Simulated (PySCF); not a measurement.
# Computed properties of NbOCl2, SMILES [O]=[Nb+]([Cl])[Cl], charge +1, multiplicity 1

NbOCl2, SMILES [O]=[Nb+]([Cl])[Cl], charge +1, multiplicity 1. Geometry: B3LYP-D3(BJ)/def2-SVP. The spin state was assumed, not searched. The isomer is the one that the SMILES or the coordinates give; other isomers of the formula were not compared. The def2 effective core potentials stand for the cores of Nb; spin–orbit coupling is left out. Other conformers were not sampled. All values are computed for the isolated molecule unless a solvent is named; none is compared with measurement here.

**Structure.** The optimised structure has Cs symmetry. All 6 harmonic modes at B3LYP-D3(BJ)/def2-SVP (PySCF) are real, so it is a minimum. With heavy atoms numbered as in [Nb+:1](=[O:2])([Cl:3])[Cl:4], the shortest bond between them is Nb1–O2 at 1.663 Å and the longest Nb1–Cl3 at 2.235 Å.

**Vibrations.** The strongest infrared lines (harmonic, unscaled, degenerate partners summed) lie at 1083 cm⁻¹ (116 km/mol, O 85 %, Nb 15 %), 480 cm⁻¹ (87 km/mol, Cl 61 %, Nb 37 %), 452 cm⁻¹ (25 km/mol, Cl 78 %, Nb 22 %). The softest mode is at 116 cm⁻¹ and the zero-point energy is 3.7 kcal/mol.

**Electronic structure.** CAM-B3LYP/def2-TZVPD (PySCF) places the frontier levels at -16.35 and -9.17 eV, a gap of 7.18 eV and a mean polarisability of 60.9 bohr³.

**Excitations.** TDDFT-M06-2X/def2-SVPD (PySCF) has S1 at 3.72 eV (334 nm, f = 0.001, dark); the most intense of the 10 singlets computed lies at 4.20 eV (f = 0.02). T1 (TDA) is at 3.59 eV. No vertical singlet excitation falls in the visible range (under 3.1 eV).
